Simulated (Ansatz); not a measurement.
Reaction (cleavage of the Si–Si bond): `O[Si](O)(F)[SiH3]` + H₂Se → `O[Si](O)(F)[SeH]` + SiH₄

Program: Ansatz. Geometries: PBE0-D4/def2-TZVP. ΔE: electronic, gas phase. CCSD(T)/CBS is the MP2 limit (def2-TZVPP, def2-QZVPP) plus CCSD(T) − MP2 in def2-TZVPP, frozen cores. This one scheme is used for every species. DFT in def2-TZVPP. For Se outer-core shells are correlated without core-valence functions, which leaves a few kJ/mol of doubt a bond. Scalar relativity is left out up to krypton. Each species was taken in one conformer, which may not be the lowest.

`O[Si](O)(F)[SiH3]`:

```xyz
10

O     1.495    1.227   -0.167
Si    0.021    0.566   -0.430
O    -0.012    0.026   -1.962
F    -1.056    1.731   -0.211
Si   -0.529   -1.207    0.982
H     1.582    1.871    0.538
H     0.431    0.543   -2.639
H    -0.506   -0.732    2.392
H    -1.888   -1.722    0.669
H     0.463   -2.303    0.828
```

H₂Se:

Cartesian coordinates in Å:
```
Se -0.653 0.205 0.003
H 0.634 0.879 -0.202
H 0.019 -1.084 0.199
```

`O[Si](O)(F)[SeH]`:

```xyz
8

O    -0.558    0.076   -1.452
Si    0.086   -0.209    0.016
O     1.568   -0.806   -0.242
F    -0.827   -1.254    0.793
Se    0.242    1.608    1.348
H    -1.372    0.579   -1.503
H     1.752   -1.146   -1.121
H    -0.892    1.152    2.161
```

SiH₄:

Cartesian coordinates in Å:
```
Si 0.000 0.000 0.000
H 1.178 0.152 -0.891
H 0.455 -0.103 1.409
H -0.745 -1.229 -0.370
H -0.888 1.181 -0.148
```

```
        level  ΔE (kJ/mol)
      ωB97M-V        -71.9
HF/def2-TZVPP        -74.6
```

(1) What does CCSD(T)/CBS give? (Estimate.)

(2) What do rigid-rotor, harmonic-oscillator terms from PBE0-D4/def2-TZVP frequencies (298.15 K, 1 bar) make of the CCSD(T)/CBS value? (Estimate.)

Largest T1 diagnostic among the species: 0.013.

## Answers

(1) The calculation gave: -70.4 kJ/mol. The listed levels differ from it by -1.5, -4.2 kJ/mol.

(2) The calculation gave: ΔZPE = +2.5 kJ/mol, ΔH = -68.7 kJ/mol, ΔS = -12 J/(mol·K), ΔG = -65.0 kJ/mol.

At CCSD(T), def2-SVP lies +5.3 kJ/mol from the extrapolated value and def2-TZVPP +2.4 kJ/mol. From PBE to PBE0 (25 % exact exchange), in def2-TZVPP and without D4, ΔE moves by −5.5 kJ/mol.
